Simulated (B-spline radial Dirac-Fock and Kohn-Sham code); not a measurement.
**Magnetic form factor of the 4d shell of Au⁴⁰⁺**

System: the Au⁴⁰⁺ ion in the configuration [Kr] 4d3.

The run's input, task.json:

```json
{"items": [{
  "Z": 79,
  "q": 40,
  "cfg": [[1, 0, 2], [2, 0, 2], [2, 1, 6], [3, 0, 2], [3, 1, 6], [3, 2, 10], [4, 0, 2], [4, 1, 6], [4, 2, 3]],
  "A": 197,
  "rrms": 5.4371,
  "do": ["scatter"],
  "s": [0.0, 0.05, 0.1, 0.15, 0.2, 0.25, 0.3, 0.35, 0.4, 0.45, 0.5, 0.6, 0.7, 0.8, 0.9, 1.0, 1.1, 1.2, 1.4, 1.6, 1.8, 2.0, 2.5, 3.0, 3.5, 4.0, 5.0, 6.0],
  "pz": [0, 0.1, 0.14, 0.2, 0.28, 0.39, 0.55, 0.78, 1.1, 1.5, 2.2, 3.1, 4.3, 6.1, 8.5, 12.0, 17.0, 24.0, 34.0, 47.0, 66.0],
  "hv_scatter": [1000, 2000, 5000, 8047.8, 10000, 17479.3, 20000, 200000]
}]}
```

Command: `python xray_run.py task.json out`

The computed values come from a radial atomic solver: configuration-average Dirac-Fock orbitals. ⟨j_K⟩ is the integral of the 4d radial density with the spherical Bessel function j_K(4πsr), s = sin θ/λ.

| s (Å⁻¹) | ⟨j0⟩ | ⟨j2⟩ | ⟨j4⟩ |
| --- | --- | --- | --- |
| 0 | 1.0000 | 0.0000 | 0.0000 |
| 0.05 | 0.9969 | 0.0012 | 0.0000 |
| 0.1 | 0.9877 | 0.0049 | 0.0000 |
| 0.15 | 0.9724 | 0.0110 | 0.0000 |
| 0.2 | 0.9514 | 0.0192 | 0.0001 |
| 0.25 | 0.9250 | 0.0296 | 0.0003 |
| 0.3 | 0.8936 | 0.0417 | 0.0007 |
| 0.35 | 0.8577 | 0.0553 | 0.0012 |
| 0.4 | 0.8178 | 0.0702 | 0.0020 |
| 0.45 | 0.7745 | 0.0859 | 0.0031 |
| 0.5 | 0.7285 | 0.1023 | 0.0046 |
| 0.6 | 0.6308 | 0.1353 | 0.0088 |
| 0.7 | 0.5298 | 0.1665 | 0.0150 |
| 0.8 | 0.4304 | 0.1938 | 0.0233 |
| 0.9 | 0.3367 | 0.2151 | 0.0336 |
| 1 | 0.2519 | 0.2295 | 0.0455 |
| 1.1 | 0.1785 | 0.2361 | 0.0586 |
| 1.2 | 0.1177 | 0.2353 | 0.0722 |
| 1.4 | 0.0343 | 0.2138 | 0.0980 |
| 1.6 | -0.0038 | 0.1737 | 0.1179 |

Radial moments of the shell: ⟨r²⟩ = 0.1684, ⟨r⁴⟩ = 0.04134, ⟨r⁶⟩ = 0.01333 in powers of bohr.
